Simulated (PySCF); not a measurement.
Computed shifts of a molecule C₂H₇NSi₂, PBE0/pcSseg-1 in PySCF, GIAO, gas phase, atoms alike by connectivity averaged where their shifts nearly agree, in ppm (number of nuclei): ¹³C: 221.6 (1), 1.8 (1). ²⁹Si: 13.9 (1), -31.0 (1). ¹⁵N: 584.0 (1). ¹H: 10.68 (1), 5.91 (1), 5.62 (1), 5.51 (1), 1.02 (3). References: ¹³C against TMS (σ = 186.3 ppm); ²⁹Si against TMS (σ = 352.7 ppm); ¹⁵N against NH3 (σ = 267.4 ppm); ¹H against TMS (σ = 31.56 ppm), references at their B3LYP-D3(BJ)/def2-TZVP geometries, non-relativistic. Geometry optimised at B3LYP-D3(BJ)/def2-SVP. Other conformers were not sampled.

Q: Which structure fits?
A) [SiH3]C1=NC[SiH2]1
B) C1=N[SiH2]C[SiH2]1
C) C[Si@@H]1N=C[SiH2]1
D) C[Si@@H]1C=N[SiH2]1

A: C, C[Si@@H]1N=C[SiH2]1
